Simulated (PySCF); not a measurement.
## Energy of Re(2+) (rhenium, charge +2) between two integer charges

The 5d alpha orbital of [Xe] 4f14 5d5 is emptied in steps (occupation f), with all orbitals relaxed, ending at [Xe] 4f14 5d4. Calculation: PySCF 2.14, in aug-cc-pVDZ-PP with ECP60MDF; a scalar-relativistic core potential. The exact energy is a straight line in f; departures are measured from the line between the end points of the same method.

**Question.** Among BHandHLYP, wB97X, CAM-B3LYP, which shows the largest delocalisation error (convex curve), and which is closest to linear?

**Answer.** Most convex: CAM-B3LYP (-0.669 eV at f = 0.5); closest to linear: wB97X (-0.371 eV).

| f | BHandHLYP (eV) | wB97X (eV) | CAM-B3LYP (eV) |
| --- | --- | --- | --- |
| 1 | 0.000 | 0.000 | 0.000 |
| 0.9 | -0.223 | -0.134 | -0.239 |
| 0.7 | -0.521 | -0.312 | -0.559 |
| 0.5 | -0.622 | -0.371 | -0.669 |
| 0.3 | -0.524 | -0.310 | -0.564 |
| 0.1 | -0.225 | -0.132 | -0.242 |
| 0 | 0.000 | 0.000 | 0.000 |

```csv
method,E(f=0) − E(f=1) (eV),−ε at f=1 (eV),−ε at f=0.5 (eV)
BHandHLYP,27.956,25.488,27.948
wB97X,27.857,26.373,27.863
CAM-B3LYP,28.134,25.489,28.121
```

Reference removal energy between the ground levels: 27 ± 1.6 eV (theoretical estimate listed by NIST; NIST Atomic Spectra Database, ionization energies). The calculation has no spin-orbit coupling. The determinant left behind need not be the lowest term of the ion.
